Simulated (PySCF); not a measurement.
I, doublet (core potentials on I); B3LYP/def2-SVP run with PySCF.

Input for PySCF:
```python
from pyscf import gto, scf, dft

mol = gto.Mole()
mol.atom = '''
    I     0.00000000    0.00000000    0.00000000
'''
mol.basis = 'def2-svp'
mol.ecp = {'I': 'def2-svp'}
mol.spin = 1
mol.verbose = 4
mol.build()

mf = dft.UKS(mol)
mf.xc = 'b3lyp'
mf.kernel()
mf.analyze()
```

Task: What does PySCF print? Leave out banner, timings and long lists.

Result: 
```
PySCF version 2.14.0

[INPUT] verbose = 4
[INPUT] num. atoms = 1
[INPUT] num. electrons = 25
[INPUT] charge = 0
[INPUT] spin (= nelec alpha-beta = 2S) = 1
[INPUT] symmetry False subgroup None
[INPUT] Mole.unit = angstrom
[INPUT] Symbol           X                Y                Z      unit          X                Y                Z       unit  Magmom
[INPUT]  1 I      0.000000000000   0.000000000000   0.000000000000 AA    0.000000000000   0.000000000000   0.000000000000 Bohr   0.0

nuclear repulsion = 0
number of shells = 10
number of NR pGTOs = 61
number of NR cGTOs = 26
basis = def2-svp
ecp = {'I': 'def2-svp'}

******** <class 'pyscf.dft.uks.UKS'> ********
method = UKS
initial guess = minao
damping factor = 0
level_shift factor = 0
DIIS = <class 'pyscf.scf.diis.CDIIS'>
diis_start_cycle = 1
diis_space = 8
diis_damp = 0
SCF conv_tol = 1e-09
SCF conv_tol_grad = None
SCF max_cycles = 50
direct_scf = True
direct_scf_tol = 1e-13
number electrons alpha = 13  beta = 12
XC library pyscf.dft.libxc version 7.1.2
    S. Lehtola, C. Steigemann, M. J. T. Oliveira, and M. A. L. Marques,  SoftwareX 7, 1–5 (2018)
XC functionals = b3lyp
    P. J. Stephens, F. J. Devlin, C. F. Chabalowski, and M. J. Frisch,  J. Phys. Chem. 98, 11623 (1994)
radial grids:
    Treutler-Ahlrichs [JCP 102, 346 (1995); DOI:10.1063/1.469408] (M4) radial grids

becke partition: Becke, JCP 88, 2547 (1988); DOI:10.1063/1.454033
pruning grids: <function nwchem_prune>
grids dens level: 3
symmetrized grids: False
atomic radii adjust function: <function treutler_atomic_radii_adjust>
small_rho_cutoff = 0
Set gradient conv threshold to 3.16228e-05
tot grids = 21960
init E= -266.723798399924

cycle= 1 E= -296.751814996321  delta_E=  -30  |g|= 1.85  |ddm|= 5.66
cycle= 2 E= -297.333019026675  delta_E= -0.581  |g|= 1.15  |ddm|= 4.39
cycle= 3 E= -297.764938011748  delta_E= -0.432  |g|= 0.0866  |ddm|= 1.68
cycle= 4 E= -297.768433879346  delta_E= -0.0035  |g|= 0.00753  |ddm|= 0.185
cycle= 5 E= -297.768470057418  delta_E= -3.62e-05  |g|= 0.000223  |ddm|= 0.0179
cycle= 6 E= -297.76847008381  delta_E= -2.64e-08  |g|= 1.67e-05  |ddm|= 0.000512
cycle= 7 E= -297.768470084247  delta_E= -4.37e-10  |g|= 7.06e-07  |ddm|= 8.45e-05
Extra cycle  E= -297.768470084247  delta_E= -6.25e-13  |g|= 3.39e-07  |ddm|= 2.57e-06
converged SCF energy = -297.768470084247  <S^2> = 0.75123957  2S+1 = 2.0012392
**** SCF Summaries ****
Total Energy =                        -297.768470084247383
Nuclear Repulsion Energy =               0.000000000000000
One-electron Energy =                 -517.668355878393072
Two-electron Energy =                  219.899885794145661
Two-electron Coulomb Energy =          242.203597276845471
DFT Exchange-Correlation Energy =      -22.303711482699821
**** MO energy ****
                             alpha | beta                alpha | beta
MO #1   energy= -6.86693918964255  | -6.86286033120332  occ= 1 | 1
MO #2   energy= -4.89924621616952  | -4.89026496985736  occ= 1 | 1
MO #3   energy= -4.87616718288412  | -4.87461977327559  occ= 1 | 1
MO #4   energy= -4.87616718144799  | -4.87461977244486  occ= 1 | 1
MO #5   energy= -1.94509389347351  | -1.93679009549335  occ= 1 | 1
MO #6   energy= -1.9388123377384   | -1.93246595760515  occ= 1 | 1
MO #7   energy= -1.93881233664488  | -1.93246595690688  occ= 1 | 1
MO #8   energy= -1.92008346532215  | -1.91896109076431  occ= 1 | 1
MO #9   energy= -1.92008346531988  | -1.91896109075455  occ= 1 | 1
MO #10  energy= -0.709877345826729 | -0.675296109479774 occ= 1 | 1
MO #11  energy= -0.327994985222984 | -0.274432217960801 occ= 1 | 1
MO #12  energy= -0.285901652411427 | -0.274432206923956 occ= 1 | 1
MO #13  energy= -0.28590165163674  | -0.215462267170274 occ= 1 | 0
MO #14  energy= 0.2335839345187    | 0.244310991166421  occ= 0 | 0
MO #15  energy= 0.359617034648204  | 0.386560545481072  occ= 0 | 0
MO #16  energy= 0.378840363081466  | 0.391128344193714  occ= 0 | 0
MO #17  energy= 0.38641589711698   | 0.391128395605703  occ= 0 | 0
MO #18  energy= 0.386415897504045  | 0.424004816139083  occ= 0 | 0
MO #19  energy= 0.388018739200579  | 0.424004828272587  occ= 0 | 0
MO #20  energy= 0.388018739677171  | 0.424879704015877  occ= 0 | 0
MO #21  energy= 0.418869416272902  | 0.42487970455424   occ= 0 | 0

spin_pop of  0 I 4s       -0.00002
spin_pop of  0 I 5s       -0.00076
spin_pop of  0 I 6s       -0.00012
spin_pop of  0 I 7s        0.00004
spin_pop of  0 I 4px       0.00063
spin_pop of  0 I 4py       0.00317
spin_pop of  0 I 4pz       0.00852
spin_pop of  0 I 5px       0.01993
spin_pop of  0 I 5py       0.00045
spin_pop of  0 I 5pz       0.00125
spin_pop of  0 I 6px       0.01578
spin_pop of  0 I 6py       0.17526
spin_pop of  0 I 6pz       0.49074
spin_pop of  0 I 7px       0.28400
spin_pop of  0 I 7py       0.00007
spin_pop of  0 I 7pz       0.00020
spin_pop of  0 I 4dxy     -0.00184
spin_pop of  0 I 4dyz     -0.00159
spin_pop of  0 I 4dz^2    -0.00129
spin_pop of  0 I 4dxz     -0.00163
spin_pop of  0 I 4dx2-y2    0.00013
spin_pop of  0 I 5dxy      0.00226
spin_pop of  0 I 5dyz      0.00159
spin_pop of  0 I 5dz^2     0.00144
spin_pop of  0 I 5dxz      0.00169
spin_pop of  0 I 5dx2-y2    0.00011
In total            13.00000 | 12.00000
Dipole moment(X, Y, Z, Debye):  0.00000, -0.00000,  0.00000
```
